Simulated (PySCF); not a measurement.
**From computed data to an observable: oscillator strength and radiative lifetime**

Be(H)(OH) (BeH2O), SMILES [BeH][OH].

The structure is a stationary point at B3LYP-D3(BJ)/def2-TZVPD.

PySCF 2.14.0 with TDA-ωB97X/def2-TZVPD puts the first singlet state with f over 0.02 at 8.33 eV (vertical), with the transition dipole (-0.605, -0.156, 0.000) in atomic units.

### Question
Find the oscillator strength, the wavelength and the radiative lifetime that this transition would have in vacuum if emission retraced absorption.

### Answer

|μ|² = 0.3904 au, so |μ| = 1.59 D. ΔE = 8.33/27.211 = 0.3061 hartree. f = (2/3) ΔE |μ|² = 0.080 (the program prints 0.080).
λ = 1239.84/8.33 = 149 nm; ν = 67186 cm⁻¹.
Einstein's coefficient A = 0.6670 ν² f s⁻¹ (ν in cm⁻¹) = 2.4e8 s⁻¹, so τ = 1/A = 4.2 ns. This state is S2; the lower singlet has f = 0.012. The figure is the radiative limit of this one transition; relaxation, internal conversion, crossing to triplets and a medium change what is measured.
